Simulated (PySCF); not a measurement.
A calculated (TPSSh, PySCF 2.14, aug-cc-pVDZ-DK, scalar relativity by spin-free X2C-1e) atom or ion has these occupied shells.

```
shell  electrons  orbital energy (eV)  rms radius, mean of both spins (bohr)
   1s          2              -1561.8                                  0.139
   2s          2              -146.71                                  0.677
   2p          6              -106.66                                  0.672
```

(1) Name the element and its charge.

## Answers

(1) Al³⁺ (aluminium, charge +3), in [Ne], closed-shell 1S.
